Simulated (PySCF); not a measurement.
## Two-component Hartree-Fock for V (vanadium, neutral)

Start: [Ar] 3d2 4s2 4p1; 3d5/2 filled at m_j = +3/2, +5/2; 4p3/2 filled at m_j = +3/2. Calculated with PySCF 2.14 in x2c-TZVPall-2c: generalised Hartree-Fock with the X2C-1e Hamiltonian and a Gaussian nucleus; one run each with spin-orbit coupling (SO) switched off, then screened by Boettger's factors. This is a chosen level, not necessarily the ground level.

```csv
spinor shell,electrons,"ε, spin-free (eV)","ε, screened SO (eV)",weight of nominal j (screened SO),"rms radius, screened SO (bohr)"
1s1/2,2,-5527.6,-5527.6,1.000,0.0768
2s1/2,2,-665.53,-665.55,1.000,0.332
2p1/2,2,-553.94,-558.64,0.995,0.301
3s1/2,2,-94.876,-94.896,1.000,1.00
3p3/2,4,-61.667,-62.338,0.857,1.09
3p1/2,2,-61.667,-60.395,0.714,1.08
3d5/2,2,-20.235,-20.227,0.896,1.37
4s1/2,2,-8.591,-8.596,0.989,3.40
4p3/2,1,-5.225,-5.209,1.000,4.04
```

(1) Where does 2p3/2 lie, and what is the 2p spin-orbit splitting (screened SO)?

```
   quantity   spin-free  screened SO
E (hartree)  -947.92956   -947.93623
        M_J        11/2         11/2
       ⟨J²⟩      35.902       35.902
       ⟨L²⟩      20.107       20.109
       ⟨S²⟩       3.795        3.794
```

Each row is a mean over spinors that exchange with the open shell spreads, by up to 8.931 eV (3p3/2).

Rows whose weight is well below 1 are mixtures of j = l ± 1/2: exchange outweighs spin-orbit coupling there, and the label is only the starting occupation.

⟨J²⟩ departs a little from M_J(M_J + 1) because the unrestricted spinors polarise the closed shells.

Without spin-orbit coupling the j labels of p, d and f shells carry no meaning; the spin-free column gives the mean over the occupied spinors of each nl shell.

Answers

(1) At -551.67 eV, 6.964 eV above 2p1/2.
